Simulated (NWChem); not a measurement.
System: AlH2I; SMILES [AlH2][I]

```xyz
4

Al     0.0000     0.0000    -1.9070
H      0.0000     1.3996    -2.6427
H      0.0000    -1.3996    -2.6427
I      0.0000     0.0000     0.5675
```
Atoms are numbered in this order, from 1.

Geometry: optimised at PBE0/def2-SVP. def2 effective core potentials on I; no spin-orbit coupling.

Symmetry labels are those of C2v in the frame above (b1 and b2, or b-type labels, depend on it).

Question: List the 6 lowest vertical singlet excitations and the 6 lowest triplet ones from B3LYP/def2-SVP with def2 effective core potentials on I, TDA (NWChem).

Answer: 
| state | energy (eV) | oscillator strength | symmetry | leading excitation (squared amplitude) |
|---|---|---|---|---|
| S1 | 4.26 | 0.000 | a2 | HOMO → LUMO (1.00) |
| S2 | 5.09 | 0.077 | a1 | HOMO−1 → LUMO (0.94) |
| S3 | 5.67 | 0.001 | b1 | HOMO−2 → LUMO (0.99) |
| S4 | 5.77 | 0.000 | a2 | HOMO−3 → LUMO (1.00) |
| S5 | 6.04 | 0.035 | b2 | HOMO → LUMO+1 (0.98) |
| S6 | 6.35 | 0.039 | b1 | HOMO−1 → LUMO+1 (0.99) |
| T1 | 4.13 | spin-forbidden | a2 | HOMO → LUMO (0.99) |
| T2 | 4.37 | spin-forbidden | a1 | HOMO−1 → LUMO (1.00) |
| T3 | 5.31 | spin-forbidden | b1 | HOMO−2 → LUMO (0.96) |
| T4 | 5.36 | spin-forbidden | a2 | HOMO−3 → LUMO (0.98) |
| T5 | 5.58 | spin-forbidden | b2 | HOMO → LUMO+1 (0.98) |
| T6 | 5.94 | spin-forbidden | b1 | HOMO−1 → LUMO+1 (0.96) |
